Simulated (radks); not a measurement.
Values are calculated unless marked as measured or tabulated.
Spherical quantum dot in the effective-mass picture: electrons in a parabolic well V = omega^2 r^2 / 2 with omega = 0.0854, with a point charge +2 (a donor) at the centre, all in effective atomic units (hartree* = m*/eps^2 hartree, bohr* = eps/m* bohr), one dielectric constant everywhere. Level of theory: non-relativistic Kohn-Sham, PBEsol, spin-polarised, spherical densities (a radial shooting solver with Libxc functionals). Levels are named by radial order and angular momentum (1s, 1p, 1d, 2s, ...), and open shells are averaged over m. Results are scaled to m* = 0.044 and eps = 15, for which hartree* = 5.321 meV and bohr* = 18.04 nm.

N = 39, configuration 1s2 1p6 1d10 2s2 1f14 2p(up 3, down 0) 3s2. This is the lowest configuration that the search found (a dilute case). Occupied levels:

level    occupation  eigenvalue (meV)  <r> (nm)
1s up             1            14.078     17.30
1s down           1            14.083     17.29
2s up             1            16.506     194.1
2s down           1            16.531     212.5
1p up             3            16.563     217.1
1p down           3            16.578     225.7
1d up             5            16.647     238.3
1d down           5            16.654     239.7
3s up             1            16.713     188.7
1f up             7            16.747     251.4
1f down           7            16.753     250.5
3s down           1            16.781     181.5
2p up             3            16.809     186.2

Energy (meV): total 353.313, kinetic 23.784, external 56.649, Hartree 300.45, exchange-correlation -27.565.

Electron density:

r (nm)  n(r) (e/nm^3)
32.8        1.464e-06
67.9        2.948e-07
103         3.280e-07
138         2.891e-07
173         2.850e-07
209         3.373e-07
244         3.542e-07
279         2.438e-07
314         8.508e-08
349         1.238e-08
384         8.151e-10
420         2.332e-11
455         2.998e-13
